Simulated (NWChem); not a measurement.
System: borazine (B$_{3}$N$_{3}$H$_{6}$); SMILES N1BNBNB1

Input file for NWChem:

```
start job
memory heap 200 mb stack 900 mb global 1100 mb
geometry units angstroms noautosym nocenter noautoz
  B     -1.418179    -0.281445     0.000000
  N     -0.453072    -1.332801     0.000000
  B      0.952828    -1.087457     0.000000
  N      1.380775     0.274029     0.000000
  B      0.465351     1.368902     0.000000
  N     -0.927704     1.058772     0.000000
  H     -2.604869    -0.517206     0.000000
  H     -0.778373    -2.290438     0.000000
  H      1.750348    -1.997279     0.000000
  H      2.372764     0.471128     0.000000
  H      0.854521     2.514485     0.000000
  H     -1.594391     1.819310     0.000000
end
basis spherical
  B library def2-svp
  N library def2-svp
  H library def2-svp
end
dft
  xc b3lyp
  iterations 150
end
property
  efieldgrad
end
task dft property
```

Parts of the log:

```
             Northwest Computational Chemistry Package (NWChem) 7.3.0
             --------------------------------------------------------

                             Geometry "geometry" -> ""
                             -------------------------

 Output coordinates in angstroms (scale by  1.889725989 to convert to a.u.)

  No.       Tag          Charge          X              Y              Z
 ---- ---------------- ---------- -------------- -------------- --------------
    1 B                    5.0000    -1.41817900    -0.28144500     0.00000000
    2 N                    7.0000    -0.45307200    -1.33280100     0.00000000
    3 B                    5.0000     0.95282800    -1.08745700     0.00000000
    4 N                    7.0000     1.38077500     0.27402900     0.00000000
    5 B                    5.0000     0.46535100     1.36890200     0.00000000
    6 N                    7.0000    -0.92770400     1.05877200     0.00000000
    7 H                    1.0000    -2.60486900    -0.51720600     0.00000000
    8 H                    1.0000    -0.77837300    -2.29043800     0.00000000
    9 H                    1.0000     1.75034800    -1.99727900     0.00000000
   10 H                    1.0000     2.37276400     0.47112800     0.00000000
   11 H                    1.0000     0.85452100     2.51448500     0.00000000
   12 H                    1.0000    -1.59439100     1.81931000     0.00000000

 Effective nuclear repulsion energy (a.u.)     197.9348814549

                              NWChem Property Module
                              ----------------------

  itol2e modified to match energy
  convergence criterion.

                                 NWChem DFT Module
                                 -----------------

 Summary of "ao basis" -> "ao basis" (spherical)
 ------------------------------------------------------------------------------
       Tag                 Description            Shells   Functions and Types
 ---------------- ------------------------------  ------  ---------------------
 B                          def2-svp                 6       14   3s2p1d
 N                          def2-svp                 6       14   3s2p1d
 H                          def2-svp                 3        5   2s1p

  itol2e modified to match energy
  convergence criterion.

            General Information
            -------------------
          SCF calculation type: DFT
          Wavefunction type:  closed shell.
          No. of atoms     :    12
          No. of electrons :    42
           Alpha electrons :    21
            Beta electrons :    21
          Charge           :     0
          Spin multiplicity:     1
          Use of symmetry is: off; symmetry adaption is: off
          Maximum number of iterations: 150
          AO basis - number of functions:   114
                     number of shells:    54
          Convergence on energy requested:  1.00D-07
          Convergence on density requested:  1.00D-05
          Convergence on gradient requested:  5.00D-04

              XC Information
              --------------
                         B3LYP Method XC Potential
                     Hartree-Fock (Exact) Exchange  0.200
                        Slater Exchange Functional  0.800 local
                    Becke 1988 Exchange Functional  0.720 non-local
              Lee-Yang-Parr Correlation Functional  0.810
                  VWN I RPA Correlation Functional  0.190 local

[...]

          -----------------------
          Electric field gradient
          -----------------------

 1 a.u. = 0.324123 10**(16) esu/cm**3  ( or statvolts/cm**2 ) = 0.97174 10**(22) v/m**2

 ------------------------------------------------------------
   Atom      X         Y         Z
 ------------------------------------------------------------
    1 B   -2.67997  -0.53185   0.00000
 ------------------------------------------------------------

 Electric field gradient in molecular frame (a.u.)
         XX             YY             ZZ             XY             XZ             YZ
 ------------------------------------------------------------------------------------------
        0.177766       0.157116      -0.334882       0.004309       0.000000       0.000000

 Principal components (a.u.) and orientation
 of principal axis w.r.t. absolute frame                      Asymmetry parameter eta
 --------------------------------------------------------------------------------------
       -0.334882       0.178629       0.156253                       0.066817

       -0.000000       0.980525      -0.196393
       -0.000000       0.196393       0.980525
        1.000000       0.000000       0.000000

 ------------------------------------------------------------
   Atom      X         Y         Z
 ------------------------------------------------------------
    2 N   -0.85618  -2.51863   0.00000
 ------------------------------------------------------------

 Electric field gradient in molecular frame (a.u.)
         XX             YY             ZZ             XY             XZ             YZ
 ------------------------------------------------------------------------------------------
        0.072696      -0.316357       0.243661      -0.149389      -0.000000      -0.000000

 Principal components (a.u.) and orientation
 of principal axis w.r.t. absolute frame                      Asymmetry parameter eta
 --------------------------------------------------------------------------------------
       -0.367101       0.243661       0.123440                       0.327487

        0.321628      -0.000000       0.946866
        0.946866      -0.000000      -0.321628
        0.000000       1.000000       0.000000

 ------------------------------------------------------------
   Atom      X         Y         Z
 ------------------------------------------------------------
    3 B    1.80058  -2.05500   0.00000
 ------------------------------------------------------------

 Electric field gradient in molecular frame (a.u.)
         XX             YY             ZZ             XY             XZ             YZ
 ------------------------------------------------------------------------------------------
        0.166009       0.168873      -0.334883      -0.011095       0.000000      -0.000000

 Principal components (a.u.) and orientation
 of principal axis w.r.t. absolute frame                      Asymmetry parameter eta
 --------------------------------------------------------------------------------------
       -0.334883       0.178629       0.156254                       0.066813

       -0.000000      -0.660309       0.750994
        0.000000       0.750994       0.660309
        1.000000      -0.000000      -0.000000

 ------------------------------------------------------------
   Atom      X         Y         Z
 ------------------------------------------------------------
    4 N    2.60929   0.51784   0.00000
 ------------------------------------------------------------

 Electric field gradient in molecular frame (a.u.)
         XX             YY             ZZ             XY             XZ             YZ
 ------------------------------------------------------------------------------------------
       -0.348472       0.104808       0.243664      -0.093764      -0.000000      -0.000000

 Principal components (a.u.) and orientation
 of principal axis w.r.t. absolute frame                      Asymmetry parameter eta
 --------------------------------------------------------------------------------------
       -0.367102       0.243664       0.123438                       0.327500

        0.980827       0.000000      -0.194881
        0.194881      -0.000000       0.980827
        0.000000       1.000000       0.000000

 ------------------------------------------------------------
   Atom      X         Y         Z
 ------------------------------------------------------------
    5 B    0.87939   2.58685   0.00000
 ------------------------------------------------------------

 Electric field gradient in molecular frame (a.u.)
         XX             YY             ZZ             XY             XZ             YZ
 ------------------------------------------------------------------------------------------
        0.158548       0.176334      -0.334882       0.006789      -0.000000       0.000000

 Principal components (a.u.) and orientation
 of principal axis w.r.t. absolute frame                      Asymmetry parameter eta
 --------------------------------------------------------------------------------------
       -0.334882       0.178629       0.156253                       0.066819

        0.000000       0.320248       0.947334
       -0.000000       0.947334      -0.320248
        1.000000      -0.000000      -0.000000

 ------------------------------------------------------------
   Atom      X         Y         Z
 ------------------------------------------------------------
    6 N   -1.75311   2.00079   0.00000
 ------------------------------------------------------------

 Electric field gradient in molecular frame (a.u.)
         XX             YY             ZZ             XY             XZ             YZ
 ------------------------------------------------------------------------------------------
       -0.089719      -0.153946       0.243664       0.243156       0.000000      -0.000000

[...]
```

Level: B3LYP/def2-SVP. The geometry was optimised at PBE0/def2-SVP. NWChem prints the field gradient with the sign opposite to the second derivative of the potential.
